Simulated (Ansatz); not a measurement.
Ansatz (an electronic-structure program) input:

Ansatz 0.2 input:
```yaml
crystal:
  periodic: [false, false, false]
  atoms:
    - {symbol: N, position_ang: [1.34124605, -0.63112076, 0.03977880]}
    - {symbol: B, position_ang: [0.02705787, 0.00406286, 0.00419266]}
    - {symbol: N, position_ang: [-1.17150557, -0.72202295, 0.15891428]}
    - {symbol: O, position_ang: [-0.05513706, 1.35339272, -0.26907372]}
    - {symbol: H, position_ang: [1.57586930, -1.09217537, 0.91983713]}
    - {symbol: H, position_ang: [-2.06291184, -0.31699704, -0.07307637]}
    - {symbol: H, position_ang: [-1.20102357, -1.70756317, 0.34658722]}
    - {symbol: H, position_ang: [0.80568989, 1.74128545, -0.45257299]}
basis:
  gaussian:
    orbitals: aug-cc-pVDZ
magnetization: {spin_polarized: true, initial_magnetization: 1}
correlation: {method: ccsd_t, electrons: outside_noble_gas}
output: {forces: true}
```

Which total energy does the run end on?

-211.55074 Eh (CCSD(T)/aug-cc-pVDZ). The basis has 128 functions.

It need not be the lowest isomer of its formula.
